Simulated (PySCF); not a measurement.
Field gradients at the hydrogen positions

Species: C5H8OP2Si.
Z-matrix (Å and degrees, GFN2-xTB geometry), rows numbered from 1:
```
Si
C   1  1.9118
P   2  1.8524  1  111.36
P   3  2.0399  2  108.40  1   -94.38
C   4  1.8133  3  105.43  2    -0.07
C   5  1.4252  4  126.65  3   103.39
C   6  1.3573  5  106.02  4   177.02
O   7  1.3437  6  110.86  5    -0.31
C   8  1.3429  7  106.99  6     0.01
H   1  1.4623  2  108.91  3   -57.39
H   1  1.4637  2  109.40  3    62.98
H   1  1.4643  2  107.11  3  -177.34
H   2  1.0902  1  110.43  3  -124.38
H   2  1.0907  1  108.96  3   117.13
H   6  1.0708  5  126.43  4    -2.88
H   7  1.0721  6  131.92  5   179.63
H   9  1.0727  5  131.33  4     2.50
```

Level: PBE0/pcSseg-1 (PySCF, non-relativistic); Q(2H) = 0.00286 b; rigid geometry, the same for H and D, with no vibrational averaging.

Question: Rank these positions by the coupling χzz of a deuteron there, largest first.
A. H15 (aromatic hydrogen)
B. H14 (methylene hydrogen)
C. H11 (Si–H hydrogen)
D. H17 (aromatic hydrogen)

Answer: A (234 kHz), D (228 kHz), B (212 kHz), C (110 kHz).

Give the electric field gradient Vzz (the principal value of largest size), its asymmetry and the 2H coupling at each hydrogen.

```csv
atom,bonded to,bond length (Å),Vzz (au),η,χzz (kHz)
H10,Si1,1.462,0.1628,0.02,109
H11,Si1,1.464,0.1630,0.02,110
H12,Si1,1.464,0.1621,0.01,109
H13,C2,1.090,0.3106,0.02,209
H14,C2,1.091,0.3150,0.03,212
H15,C6,1.071,0.3481,0.07,234
H16,C7,1.072,0.3406,0.11,229
H17,C9,1.073,0.3389,0.11,228
```

Average by the element that carries the hydrogen.

on Si: 109 kHz over 3 positions, mean bond length 1.463 Å; on C: 222 kHz over 5 positions, mean bond length 1.079 Å.

How does χzz go with the bond length over the 5 C–H bonds?

A straight-line fit has a slope of -10.8 kHz for each 0.01 Å, with a correlation coefficient of -0.98, over lengths from 1.071 to 1.091 Å. The longer bonds have the smaller couplings here.

Isolated species at its GFN2-xTB geometry (one conformer only). GFN2-xTB bond lengths can be off by several hundredths of an ångström, more for odd bonds, and the gradients follow them. The small basis limits the accuracy of the gradients.
